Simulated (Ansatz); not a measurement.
The cluster Li8H8. Total charge 0; singlet. Geometry r2SCAN-D4/def2-SVP; atoms count from 1.

```xyz
16

Li   -0.385    2.245   -1.950
Li   -0.580    2.324    0.762
Li   -1.229   -0.033    1.972
Li   -0.106   -2.155    0.378
Li    1.171    0.180    1.578
Li    1.095   -0.336   -1.482
Li   -1.647   -0.525   -1.218
Li    1.795    1.981   -0.840
H    -1.902   -3.098    0.609
H    -0.118   -1.672   -1.317
H    -1.488   -3.704    0.376
H     0.392    3.090   -0.540
H     1.041    1.249   -2.383
H    -0.098    1.355    2.179
H     1.953    0.392   -0.003
H     0.105   -1.293    1.879
```

The restricted singlet is unstable towards broken spin symmetry in Hartree–Fock (as tested in another run); at PBE0-D4/def2-TZVP this wasn't settled. In the singlet, H9 and H11 lie 0.77 Å apart (atoms count from 1), so H2 has formed as a molecule. Another isomer (singlet) lies 2.36 eV lower at PBE0-D4/def2-TZVP; other spin states weren't run for this one.

Question: Estimate the Mulliken populations from the PBE0/def2-TZVP orbitals of Ansatz.

Answer: 
```json
{"atom": "Li1", "charge (e)": "0.26"}
{"atom": "Li2", "charge (e)": "0.55"}
{"atom": "Li3", "charge (e)": "0.24"}
{"atom": "Li4", "charge (e)": "0.33"}
{"atom": "Li5", "charge (e)": "0.59"}
{"atom": "Li6", "charge (e)": "0.58"}
{"atom": "Li7", "charge (e)": "0.17"}
{"atom": "Li8", "charge (e)": "0.41"}
{"atom": "H9", "charge (e)": "0.03"}
{"atom": "H10", "charge (e)": "-0.55"}
{"atom": "H11", "charge (e)": "0.02"}
{"atom": "H12", "charge (e)": "-0.53"}
{"atom": "H13", "charge (e)": "-0.48"}
{"atom": "H14", "charge (e)": "-0.53"}
{"atom": "H15", "charge (e)": "-0.57"}
{"atom": "H16", "charge (e)": "-0.52"}
```
Mulliken values depend strongly on the basis.
